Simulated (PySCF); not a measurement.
**Correlation energy of Ar+ (argon, charge +1)**

[Ne] 3s2 3p5, 2P determinant. Calculation: PySCF 2.14, in x2c-TZVPPall with one added diffuse shell each of s, p, d type (6s6p4d1f, 51 functions); the spin-free X2C one-electron Hamiltonian (Gaussian nucleus). Frozen: 1s2; 15 electrons correlated.

```tsv
level	correlation energy (mhartree)
CCSD	-356.35
(T)	-6.69
CCSD(T)	-363.04
```

Diagnostics: T1 = 0.0048, D1 = 0.0232, largest double amplitude 0.038.

Cost of the coupled-cluster step: roughly 14 core-seconds, for 15 correlated electrons.

This basis was not built for core-valence correlation, so the inner-shell part is incomplete.
